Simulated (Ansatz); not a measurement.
BrH₃OSSi, SMILES `O[SiH](S)Br`. The species carries charge 0 and has multiplicity 1.

Cartesian coordinates in Å:
```
O 0.844 1.416 0.396
Si -0.152 0.310 -0.265
S -0.853 -0.976 1.277
Br 0.858 -0.919 -1.818
H 1.594 1.099 0.905
H -1.212 1.076 -0.940
H -1.078 -2.006 0.445
```

(1) What are the harmonic wavenumbers in cm⁻¹ at PBE0-D4/def2-TZVP (Ansatz, finite differences of forces, unscaled)? (Best estimate.)

(2) Is this a minimum?

(3) Give the ideal-gas thermochemistry at 298.15 K and 1 bar (rigid rotor, harmonic oscillator; point group C1, symmetry number 1).

Answers

(1) Ansatz gave: 122, 165, 191, 261, 329, 413, 534, 723, 777, 805, 874, 944, 2293, 2720, 3905.

(2) Yes, all 15 modes are real.

(3) Zero-point energy 90.1 kJ/mol; H(298) − E = 109.5 kJ/mol; entropy 345.0 J/(mol·K), of which translation 172.1, rotation 117.8, vibration 55.1; G(298) − E = 6.6 kJ/mol.
